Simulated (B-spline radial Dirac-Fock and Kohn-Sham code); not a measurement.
# The M5 (3d5/2) hole of niobium ions: width and yield against charge

Method: independent-particle rates on relativistic LDA orbitals of the hole state (multipoles up to L = 3, Coulomb Auger matrix elements, transition energies from Dirac-Fock). Computed with a radial B-spline solver. Tabulated ground configurations, configuration averages; single configurations, so decays that open only by mixing (as 1s 2s² with 1s 2p² in Be-like ions) are missing and such tiny yields are far too low.

```
 ion      configuration  radiative (eV)  non-radiative (eV)     yield
  Nb       [Kr] 4d4 5s1        2.89e-05               0.125  0.000232
 Nb⁺           [Kr] 4d4        2.90e-05               0.128  0.000226
Nb²⁺           [Kr] 4d3        3.00e-05               0.114  0.000263
Nb³⁺           [Kr] 4d2        3.14e-05              0.0943  0.000333
Nb⁴⁺           [Kr] 4d1        3.30e-05              0.0708  0.000466
Nb⁵⁺  [Ar] 3d10 4s2 4p6        3.50e-05              0.0426  0.000821
Nb⁶⁺  [Ar] 3d10 4s2 4p5        3.14e-05              0.0328  0.000956
Nb⁷⁺  [Ar] 3d10 4s2 4p4        2.70e-05              0.0185   0.00145
```
